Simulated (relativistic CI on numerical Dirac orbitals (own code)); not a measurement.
## What each ingredient does to the levels of Os⁵¹⁺

Base calculation: Dirac-Coulomb-Breit CI, orbitals from a KLI potential per configuration, QED by a radiative potential, unscaled Slater integrals.

Configurations in the expansion (outside the closed core [Ne]): 3s²3p⁶3d⁷, 3s²3p⁵3d⁸, 3s²3p⁴3d⁹, 3s3p⁶3d⁸, 3p⁶3d⁹, 3s3p⁵3d⁹, 3s²3p⁶3d⁶4s, 3s²3p⁶3d⁶4p, 3s²3p⁴3d⁸4s, 3s²3p⁶3d⁶4d, 3s²3p⁴3d⁸4p, 3s²3p⁵3d⁷4s, 3s²3p⁶3d⁶4f, 3s²3p⁵3d⁷4p, 3s²3p⁶3d⁵4s², 3s3p⁶3d⁷4s. Levels of other configurations are missing.

The lowest level and the first level of each name with at least 55 % of one term (blank where a level has no safe partner in the second run):

```tsv
Level	Base (eV)	Shift (eV)
3s²3p⁶3d⁷ ⁴F9/2	0.000	0.000
3s²3p⁶3d⁷ ⁴F7/2	74.900	+1.093
3s²3p⁶3d⁷ ⁴P5/2	87.673	+0.700
3s²3p⁶3d⁷ ²H11/2	90.896	+2.813
3s²3p⁶3d⁷ ²F5/2	102.897	+0.892
3s²3p⁶3d⁷ ²D3/2	121.795	+0.134
3s²3p⁶3d⁷ ⁴F5/2	157.345	+2.326
3s²3p⁶3d⁷ ²H9/2	166.694	+3.893
3s²3p⁵3d⁸ ⁴G°11/2	429.406	+3.491
3s²3p⁵3d⁸ ²D°5/2	441.813	+2.354
3s²3p⁵3d⁸ ⁴F°9/2	449.988	+3.146
3s²3p⁵3d⁸ ⁴G°9/2	513.449	+4.756
3s²3p⁵3d⁸ ²H°11/2	536.275	+5.659
3s²3p⁵3d⁸ ²G°9/2	555.148	+5.371
```

At this charge energies of transitions that change n are usually good to better than 1 %, and those within a shell (Δn = 0) to a few per cent.

Problem. One thing was changed in a second run, which moved the levels as shown. Which?
A. configuration mixing switched off
B. QED terms removed
C. Breit term removed

Solution. C. Breit term removed. The Breit term mainly narrows fine-structure intervals, so removing it widens them.

LS names give the leading component of a level, which can be under half, so a name can repeat, a term be missing and a line seem to break the LS rules.
